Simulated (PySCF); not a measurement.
C$_{2}$H$_{5}$Se (SMILES CC[Se]), doublet, at a GFN2-xTB geometry, with bond 3-2 at 1.4 times its length; CASSCF(7,5)/6-31G (PySCF).

PySCF was given this input:
```python
from pyscf import gto, scf, mcscf
import numpy

mol = gto.M(
    atom='''
C    -2.05976265   -0.44086609    0.16109454
C    -0.65273941   -0.99957258    0.22390892
Se    1.26793495    0.92484260   -0.23052997
H    -2.26099881   -0.01312055   -0.81881256
H    -2.77925264   -1.23661931    0.34637811
H    -2.20013544    0.33464946    0.91112874
H    -0.49877523   -1.77098082   -0.53153488
H    -0.43763451   -1.42162607    1.20628954
''',
    basis='6-31g',
    spin=1,
    verbose=4,
)

mf = scf.ROHF(mol)
mf.kernel()
mc = mcscf.CASSCF(mf, 5, 7)
mc.fix_spin_(ss=0.75)
mc.kernel()
occ = numpy.linalg.eigvalsh(mc.fcisolver.make_rdm1(mc.ci, mc.ncas, mc.nelecas))[::-1]
ss = mc.fcisolver.spin_square(mc.ci, mc.ncas, mc.nelecas)[0]
print('natural occupations', occ.round(4), ' <S^2>', round(ss, 4))
```

Write the output that PySCF gives for this input, abridged.


```
PySCF version 2.14.0

[INPUT] verbose = 4
[INPUT] num. atoms = 8
[INPUT] num. electrons = 51
[INPUT] charge = 0
[INPUT] spin (= nelec alpha-beta = 2S) = 1
[INPUT] symmetry False subgroup None
[INPUT] Mole.unit = angstrom
[INPUT] Symbol           X                Y                Z      unit          X                Y                Z       unit  Magmom
[...]
nuclear repulsion = 130.628901398803
number of shells = 31
number of NR pGTOs = 154
number of NR cGTOs = 55
basis = 6-31g
ecp = {}

******** <class 'pyscf.scf.rohf.ROHF'> ********
method = ROHF
initial guess = minao
damping factor = 0
level_shift factor = 0
DIIS = <class 'pyscf.scf.diis.CDIIS'>
diis_start_cycle = 1
diis_space = 8
diis_damp = 0
SCF conv_tol = 1e-09
SCF conv_tol_grad = None
SCF max_cycles = 50
direct_scf = True
direct_scf_tol = 1e-13
num. doubly occ = 25  num. singly occ = 1
Set gradient conv threshold to 3.16228e-05
init E= -2476.8758740229
[...]
cycle= 1 E= -2477.94199175582  delta_E= -1.07  |g|= 0.408  |ddm|=  1.6
[...]
cycle= 2 E= -2477.98490445261  delta_E= -0.0429  |g|= 0.315  |ddm|= 0.585
[...]
cycle= 3 E= -2478.01245504003  delta_E= -0.0276  |g|= 0.036  |ddm|= 0.248
[...]
cycle= 4 E= -2478.01330679497  delta_E= -0.000852  |g|= 0.00711  |ddm|= 0.0613
[...]
cycle= 5 E= -2478.01334610064  delta_E= -3.93e-05  |g|= 0.00275  |ddm|= 0.0124
[...]
cycle= 6 E= -2478.01335081981  delta_E= -4.72e-06  |g|= 0.000984  |ddm|= 0.00482
[...]
cycle= 7 E= -2478.01335141894  delta_E= -5.99e-07  |g|= 0.000266  |ddm|= 0.00169
[...]
cycle= 8 E= -2478.0133514982  delta_E= -7.93e-08  |g|= 8.16e-05  |ddm|= 0.000688
[...]
cycle= 9 E= -2478.01335150381  delta_E= -5.61e-09  |g|= 1.42e-05  |ddm|= 0.000204
[...]
cycle= 10 E= -2478.013351504  delta_E= -1.86e-10  |g|= 3.91e-06  |ddm|= 3.83e-05
[...]
Extra cycle  E= -2478.01335150401  delta_E= -1e-11  |g|= 1.82e-06  |ddm|= 5.12e-06
converged SCF energy = -2478.01335150401

******** <class 'pyscf.mcscf.mc1step.CASSCF'> ********
CAS (4e+3e, 5o), ncore = 22, nvir = 28
max_cycle_macro = 50
max_cycle_micro = 4
conv_tol = 1e-07
conv_tol_grad = None
orbital rotation max_stepsize = 0.02
orbital rotation threshold for CI restart = 0.01
augmented hessian ah_max_cycle = 30
augmented hessian ah_conv_tol = 1e-12
augmented hessian ah_linear dependence = 1e-14
augmented hessian ah_level shift = 1e-08
augmented hessian ah_start_tol = 2.5
augmented hessian ah_start_cycle = 3
augmented hessian ah_grad_trust_region = 3
kf_trust_region = 3
kf_interval = 4
ci_response_space = 4
[...]
CASCI E = -2478.04842170681  S^2 = 0.7500000
[...]
macro iter  40 (  7 JK    2 micro), CASSCF E = -2478.06296486244  dE = -1.06147463e-05  S^2 = 0.7500000
               |grad[o]|=0.000305  |grad[c]|=0.00333  |ddm|=0.000331  |maxRot[o]|=0.0696
macro iter  41 (  7 JK    2 micro), CASSCF E = -2478.06297627830  dE = -1.14158652e-05  S^2 = 0.7500000
               |grad[o]|=0.000348  |grad[c]|=0.00344  |ddm|=0.000305  |maxRot[o]|=0.0697
macro iter  42 (  7 JK    2 micro), CASSCF E = -2478.06298804900  dE = -1.17706945e-05  S^2 = 0.7500000
               |grad[o]|=0.000384  |grad[c]|=0.00345  |ddm|=0.000306  |maxRot[o]|=0.0698
macro iter  43 (  7 JK    2 micro), CASSCF E = -2478.06299967476  dE = -1.16257661e-05  S^2 = 0.7500000
               |grad[o]|=0.000408  |grad[c]|=0.00333  |ddm|=0.000346  |maxRot[o]|=0.0699
macro iter  44 (  7 JK    2 micro), CASSCF E = -2478.06301065131  dE = -1.09765456e-05  S^2 = 0.7500000
               |grad[o]|=0.000421  |grad[c]|=0.00312  |ddm|=0.000376  |maxRot[o]|=0.0699
macro iter  45 (  7 JK    2 micro), CASSCF E = -2478.06302052903  dE = -9.87771818e-06  S^2 = 0.7500000
               |grad[o]|=0.000409  |grad[c]|=0.00286  |ddm|=0.000451  |maxRot[o]|=0.0699
macro iter  46 (  7 JK    2 micro), CASSCF E = -2478.06302894738  dE = -8.41835526e-06  S^2 = 0.7500000
               |grad[o]|=0.000384  |grad[c]|=0.00261  |ddm|=0.000455  |maxRot[o]|=0.0699
macro iter  47 (  7 JK    2 micro), CASSCF E = -2478.06303566791  dE = -6.72052965e-06  S^2 = 0.7500000
               |grad[o]|=0.000334  |grad[c]|=0.00243  |ddm|=0.000511  |maxRot[o]|=0.0699
macro iter  48 (  7 JK    2 micro), CASSCF E = -2478.06304054954  dE = -4.88162368e-06  S^2 = 0.7500000
               |grad[o]|=0.000271  |grad[c]|=0.00233  |ddm|=0.000498  |maxRot[o]|=0.0699
macro iter  49 (  7 JK    2 micro), CASSCF E = -2478.06304355365  dE = -3.00410920e-06  S^2 = 0.7500000
               |grad[o]|=0.00019  |grad[c]|=0.0023  |ddm|=0.000535  |maxRot[o]|=0.0699
macro iter  50 (  4 JK    1 micro), CASSCF E = -2478.06304442928  dE = -8.75638761e-07  S^2 = 0.7500000
               |grad[o]|=0.000102  |grad[c]|=0.000843  |ddm|=0.000161  |maxRot[o]|= 0.04
1-step CASSCF not converged,  50 macro (580 JK 133 micro) steps
CASSCF canonicalization
Density matrix diagonal elements [1.99962359 1.74236566 1.99877193 1.0000116  0.25922722]
CASSCF energy = -2478.06304442928
CASCI E = -2478.06304442928  E(CI) = -10.7081061471281  S^2 = 0.7500000
natural occupations [1.9996 1.9988 1.749  1.     0.2526]  <S^2> 0.75
```

The run did not converge; its last values are not results.
